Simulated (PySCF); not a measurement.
A side-by-side comparison of computed properties.

First species: C7H13P.
InChI=1S/C7H13P/c1-3-7-4-2-6-8(7)5-1/h7H,1-6H2

Second species: C7H13P.
SMILES: `C#CPCC(C)(C)C`

Levels: PBE0/pcSseg-1 for HOMO energy, LUMO energy and HOMO–LUMO gap. Geometries: GFN2-xTB. Each structure is a single optimised conformer of the isolated species, non-relativistic unless stated. Electronic properties by PySCF.

The conformers computed, where there is a choice (atom-mapped SMILES and torsion angles):
- `[CH:1]#[C:2][PH:3][CH2:4][C:5]([CH3:6])([CH3:7])[CH3:8]`: C2–P3–C4–C5 179°, P3–C4–C5–C6 -64°

The conformers of `C1CC2CCCP2C1` aren't listed.

Values for the first species:

| Property | Result |
| --- | --- |
| HOMO energy | -6.39 eV |
| LUMO energy | 1.12 eV |
| HOMO–LUMO gap | 7.51 eV |

**Question.** Estimate the same properties for the second species, and the change in each.

**Answer.** 
```tsv
property	first	second	second less first
HOMO energy	-6.39 eV	-6.92 eV	-0.53 eV
LUMO energy	1.12 eV	0.15 eV	-0.97 eV
HOMO–LUMO gap	7.51 eV	7.07 eV	-0.44 eV
```

